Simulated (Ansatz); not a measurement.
`O[SiH2]B(F)Br` + HCl → `FB(Cl)Br` + `O[SiH3]`  (cleavage of the B–Si bond)

Isolated molecules relaxed with PBE0-D4/def2-TZVP in Ansatz; ΔE leaves out vibrations. CCSD(T)/CBS is the MP2 limit (def2-TZVPP, def2-QZVPP) plus CCSD(T) − MP2 in def2-TZVPP, frozen cores. This one scheme is used for every species. DFT in def2-TZVPP. HSE06 is defined as in plane-wave codes. For Br outer-core shells are correlated without core-valence functions, which leaves a few kJ/mol of doubt a bond. Scalar relativity is left out up to krypton. One conformer a species, not always the lowest.

```
             level  ΔE (kcal/mol)  difference from CCSD(T)/CBS
       LDA (SPW92)          -21.5                          0.9
            PBE-D4          -21.0                          1.4
           BLYP-D4          -21.8                          0.6
         r2SCAN-D4          -23.2                         -0.8
        r2SCAN0-D4          -23.6                         -1.2
          HSE06-D4          -21.9                          0.5
      CAM-B3LYP-D4          -23.2                         -0.8
           ωB97M-V          -23.7                         -1.3
               PBE          -21.6                          0.8
              PBE0          -22.5                         -0.1
             HSE06          -22.5                         -0.1
CCSD(T)/def2-TZVPP          -22.9                         -0.5
     HF/def2-QZVPP          -25.7                         -3.3
SCS-MP2/def2-QZVPP          -24.7                         -2.3
      HF/CBS(def2)          -25.7                         -3.3
     MP2/CBS(def2)          -24.7                         -2.3
       CCSD(T)/CBS          -22.4                            0
```

Largest T1 diagnostic among the species: 0.012.

The D4 term adds +1.0 kcal/mol with B3LYP and +0.6 kcal/mol with PBE0; it sums over pairs of atoms, weighted by their polarisabilities, and B3LYP, whose exchange is more repulsive, gets the larger term. Leaving LDA and LC-ωPBE aside and taking each functional with its dispersion term where it has one, the values, not all of them listed here, spread over 3.1 kcal/mol, from B97M-V to PBE-D4.

B3LYP here is the variant with VWN-RPA as its local correlation; programs differ in this.
